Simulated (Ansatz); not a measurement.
Ansatz (a quantum-chemistry and plane-wave program) input:

Ansatz 0.2 input:
```yaml
crystal:
  periodic: [false, false, false]
  atoms:
    - {symbol: Si, position_ang: [-0.00734562, 0.00793610, 0.02802203]}
    - {symbol: C, position_ang: [1.54222122, -0.92365342, -0.47293366]}
    - {symbol: C, position_ang: [-1.02256871, 0.36222815, -1.50943439]}
    - {symbol: N, position_ang: [-0.76429831, -0.97558770, 1.22345825]}
    - {symbol: N, position_ang: [0.24066713, 1.54131147, 0.77408762]}
    - {symbol: H, position_ang: [2.20348547, -1.07761407, 0.38250982]}
    - {symbol: H, position_ang: [2.09872277, -0.36764226, -1.23095819]}
    - {symbol: H, position_ang: [1.30474800, -1.90436309, -0.89468288]}
    - {symbol: H, position_ang: [-1.97519128, 0.83096823, -1.25340547]}
    - {symbol: H, position_ang: [-1.23845772, -0.56177599, -2.05077701]}
    - {symbol: H, position_ang: [-0.49430918, 1.02877639, -2.19697546]}
    - {symbol: H, position_ang: [-0.69645814, -1.97970548, 1.19487801]}
    - {symbol: H, position_ang: [-1.60465670, -0.67245235, 1.68940281]}
    - {symbol: H, position_ang: [0.72870941, 1.61881349, 1.65215696]}
    - {symbol: H, position_ang: [0.32374924, 2.38237493, 0.22693019]}
basis:
  gaussian:
    orbitals: def2-TZVP
hamiltonian:
  xc: {name: PBE}
relax: {f_tol: 0.003, max_steps: 100}
```

**Question.** What final total energy does it print?

**Answer.** -481.00092 Eh (PBE/def2-TZVP). The basis has 221 functions.
